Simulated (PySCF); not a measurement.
Electron correlation in Co(3+) (cobalt, charge +3)

[Ar] 3d6, high-spin 5D determinant. All numbers are calculated (PySCF 2.14, the spin-free X2C one-electron Hamiltonian (Gaussian nucleus), in x2c-QZVPPall). Frozen: [Ar]; 6 electrons correlated.

```tsv
level	correlation energy (mhartree)
CCSD	-125.37
(T)	-1.41
CCSD(T)	-126.78
```

Diagnostics: T1 = 0.0030, D1 = 0.0050, largest double amplitude 0.014.

Cost of the coupled-cluster step: roughly 30 core-seconds, for 6 correlated electrons.
